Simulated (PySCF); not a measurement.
Radial density of Co (cobalt, neutral)

M06, [Ar] 3d8 4s1, 4s spin antiparallel (an excited configuration). Computed with PySCF 2.14 in aug-cc-pwCVTZ-DK with one added diffuse shell each of s, p, d, f, g type (11s10p8d5f4g, 152 functions), with scalar relativity by spin-free X2C-1e.

```json
{"r (bohr)": "0.000997", "4πr²ρ (e/bohr)": "0.2423", "4πr²(ρα − ρβ)": "-0.0001"}
{"r (bohr)": "0.00168", "4πr²ρ (e/bohr)": "0.6090", "4πr²(ρα − ρβ)": "-0.0002"}
{"r (bohr)": "0.00282", "4πr²ρ (e/bohr)": "1.499", "4πr²(ρα − ρβ)": "-0.0004"}
{"r (bohr)": "0.00474", "4πr²ρ (e/bohr)": "3.557", "4πr²(ρα − ρβ)": "-0.0009"}
{"r (bohr)": "0.00798", "4πr²ρ (e/bohr)": "7.947", "4πr²(ρα − ρβ)": "-0.0021"}
{"r (bohr)": "0.0134", "4πr²ρ (e/bohr)": "15.95", "4πr²(ρα − ρβ)": "-0.0040"}
{"r (bohr)": "0.0226", "4πr²ρ (e/bohr)": "26.58", "4πr²(ρα − ρβ)": "-0.0063"}
{"r (bohr)": "0.0380", "4πr²ρ (e/bohr)": "32.72", "4πr²(ρα − ρβ)": "-0.0058"}
{"r (bohr)": "0.0639", "4πr²ρ (e/bohr)": "27.82", "4πr²(ρα − ρβ)": "-0.0002"}
{"r (bohr)": "0.107", "4πr²ρ (e/bohr)": "27.53", "4πr²(ρα − ρβ)": "0.0105"}
{"r (bohr)": "0.181", "4πr²ρ (e/bohr)": "36.69", "4πr²(ρα − ρβ)": "0.1282"}
{"r (bohr)": "0.304", "4πr²ρ (e/bohr)": "21.09", "4πr²(ρα − ρβ)": "0.6949"}
{"r (bohr)": "0.511", "4πr²ρ (e/bohr)": "16.18", "4πr²(ρα − ρβ)": "1.6319"}
{"r (bohr)": "0.860", "4πr²ρ (e/bohr)": "15.63", "4πr²(ρα − ρβ)": "1.7416"}
{"r (bohr)": "1.45", "4πr²ρ (e/bohr)": "4.434", "4πr²(ρα − ρβ)": "0.5553"}
{"r (bohr)": "2.43", "4πr²ρ (e/bohr)": "1.124", "4πr²(ρα − ρβ)": "-0.2505"}
{"r (bohr)": "4.09", "4πr²ρ (e/bohr)": "0.2476", "4πr²(ρα − ρβ)": "-0.1846"}
{"r (bohr)": "6.88", "4πr²ρ (e/bohr)": "0.01380", "4πr²(ρα − ρβ)": "-0.0133"}
{"r (bohr)": "11.6", "4πr²ρ (e/bohr)": "0.0002053", "4πr²(ρα − ρβ)": "-0.0002"}
```

Densities and radii are taken from the X2C orbitals without a picture-change correction, which distorts them close to the nucleus.

With the s spin flipped the determinant is a mixture of two multiplicities, not a spectroscopic state.
